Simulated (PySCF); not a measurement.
# Substituent effects on chemical shifts

Parent skeleton `[CH2:1]=[C:2]1[CH:3]=[CH:4][CH:5]=[CH:6]1`; one hydrogen on atom 1 is replaced by X. Hydrogens on one atom are averaged.

Level of theory: shielding tensors at PBE0/pcSseg-1 (GIAO), GFN2-xTB geometry, in PySCF 2.14 (rapidly exchanging positions averaged, no relativistic terms, gas phase, one computed conformer).

Shifts are taken against calculated references (same method and geometry level): TMS for 13C (σref 186.93), 1H (σref 31.72).

Parent (X = H): C1 133.2, C2 160.0, C3 130.6, C4 140.9, C5 140.9, C6 130.6, H(C1) 6.20, H(C3) 6.34, H(C4) 6.71 ppm. Effects are Δδ = δ(X) − δ(H), positive for deshielding.

(1) Order these by the shift of C1, most shielded first.
A. X = SO3H
B. X = CH2CF3
C. X = CH=NH

(2) Order these by the shift of C4, most shielded first.
A. X = SO3H
B. X = CH=NH
C. X = CH2CF3

## Answers

(1) B (+6.3 ppm), A (+9.4 ppm), C (+15.1 ppm).

(2) C (-0.9 ppm), B (+2.0 ppm), A (+6.4 ppm).
